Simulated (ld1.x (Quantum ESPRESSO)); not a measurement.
Ranking TM semilocal potentials for cobalt

All share these settings but for the change named:

```
Element                 : Co (Z = 27)
Generator               : ld1.x (Quantum ESPRESSO) 7.5
Type                    : norm-conserving Troullier–Martins (semilocal form)
Functional              : LDA (PZ)
Relativity              : scalar-relativistic
Frozen core             : [Ar]
Valence charge          : 9
Reference configuration : 3d7 4s1 4p1
Partial waves           : 4s (bound): rc 1.85 bohr; 3d (bound): rc 1.40 bohr; 4f channel at 0.15 Ry: rc 3.55 bohr; 4p (bound): rc 3.30 bohr
Local potential         : the p channel
Core correction         : a·sin(br)/r model core inside 1.40 bohr
```

Cutoff: the first of the cutoffs (Ry, on a coarse ladder) from which the occupation-weighted sum of valence levels, in a spherical-Bessel basis at the reference potential, stays within 10 and 1 mRy of its value at 400 Ry; the density cutoff is not measured.

The base gives 140 Ry.

Of 9 variants that were run, those that failed, showed a ghost or another fault, or gave nearly equal values are left out.

A variant can come out equal or close to the base.

Rank these variants from softest to hardest (loose cutoff).
A. wave 4s (bound): rc 1.85 bohr becomes 4s (bound): rc 2.50 bohr
B. all radii but the core radius scaled by about 1.25 (s 2.32, p 4.12, d 1.74, f 4.44 bohr)
C. core [Ne], valence charge 17; reference 3s2 3p6 3d7 4s2 4p0; waves now 3s (bound): rc 0.90 bohr; 3d (bound): rc 1.30 bohr; 4f channel at 0.15 Ry: rc 1.35 bohr; 3p (bound): rc 0.75 bohr; core correction none

B (90 Ry), A (140 Ry), C (180 Ry).
